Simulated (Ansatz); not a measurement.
```yaml
crystal:
  periodic: [false, false, false]
  atoms:
    - {symbol: C, position_ang: [0.142702, -1.914476, 0.528646]}
    - {symbol: Si, position_ang: [1.415911, -1.057292, -0.500053]}
    - {symbol: Ga, position_ang: [0.793433, 1.142926, -0.547146]}
    - {symbol: C, position_ang: [-1.131374, 1.697431, 0.082778]}
    - {symbol: O, position_ang: [-1.886088, 1.144157, -0.444619]}
    - {symbol: F, position_ang: [-1.063058, 1.480563, 1.552774]}
    - {symbol: H, position_ang: [-0.858385, -2.051554, -0.130548]}
    - {symbol: H, position_ang: [0.388352, -2.988702, 0.756233]}
    - {symbol: H, position_ang: [-0.143995, -1.556074, 1.601897]}
    - {symbol: H, position_ang: [2.630109, -0.872220, 0.474162]}
    - {symbol: H, position_ang: [1.677402, -1.534933, -1.620744]}
    - {symbol: H, position_ang: [1.685986, 2.526644, -1.314995]}
    - {symbol: H, position_ang: [-1.447000, 2.996712, 0.084948]}
    - {symbol: H, position_ang: [-2.953104, 1.198085, -0.379451]}
basis:
  gaussian: {orbitals: def2-SVP}
magnetization: {spin_polarized: true, initial_magnetization: 1}
hamiltonian: {xc: {name: wB97X}}
scf: {lower_state_search: off}
output: {forces: true}
```

```sh
$ ansatz run in.yaml --threads 2 --pin off --events-out ev --progress --plain --max-ram 22528MiB --backend cpu
```

Output, abridged:

```
Error: a molecule whose nuclei and cores have a total charge of 82 cannot have a net charge of 0 together with 1 unpaired electrons
```

In this input the number of unpaired electrons doesn't fit the electron count. The program refused the input.
